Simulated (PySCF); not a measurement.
What does the PBE0-D3(BJ)/def2-SVP structure of InChI=1S/H10N2SeSi3/c1-5-3-6-2-4/h2H,1,5-6H2,4H3 look like in three dimensions?

```
atom  x, y, z in Å
N1     1.6971    1.4761    0.4266
Si2    2.1270   -0.1815    0.6265
Se3    0.6113   -1.5688    1.6831
Si4   -0.6451   -1.8532   -0.1916
N5    -1.0292   -0.3219   -0.9365
Si6   -1.9165    1.0041   -0.2310
H7     0.9968    1.7082   -0.2700
H8     1.5796    2.0566    1.2506
H9     3.3300   -0.2482    1.5016
H10    2.3801   -0.7449   -0.7307
H11    0.0811   -2.6355   -1.2354
H12   -1.8491   -2.6096    0.2657
H13   -0.8432   -0.2788   -1.9352
H14   -1.9859    0.7587    1.2363
H15   -1.2190    2.3049   -0.4912
H16   -3.3008    1.1290   -0.7844
```

Orientation and origin are arbitrary. Atoms count from 1 in this order. The N–Si distances run from 1.724 Å (N1–Si2, drawn single) to 1.746 Å (Si4–N5, drawn single), a spread of 0.022 Å. The Se–Si distances run from 2.275 Å (Se3–Si4, drawn single) to 2.310 Å (Si2–Se3, drawn single), a spread of 0.035 Å. Of the pairs four or more bonds apart, Si6···H7 is among the closest relative to their van der Waals radii: 3.00 Å, 91 % of the sum of Bondi's values. N1 (silicon-bound nitrogen) is pyramidal (angles 119.0°, 118.1° and 110.3°, sum 347.4°, 0.25 Å off the plane of its three neighbours).

Bonds between heavy atoms (Å): N1–Si2 1.724, Si2–Se3 2.310, Se3–Si4 2.275, Si4–N5 1.746, N5–Si6 1.744.

The calculation used PBE0-D3(BJ)/def2-SVP geometry optimisation, gas phase (PySCF 2.14.0).

Point group: C1 (no symmetry element, even within 0.4 Å). No frequency check. The numbers are those of one conformer (H–N1–Si2–Se3 -73° and 65°, N1–Si2–Se3–Si4 81°, Si2–Se3–Si4–N5 -50°, Se3–Si4–N5–Si6 -60°).

Time: 5.4 min; peak memory 0.77 GiB. Hardware: one thread of an Arm Neoverse N1, shared host. These figures are those of the optimisation.
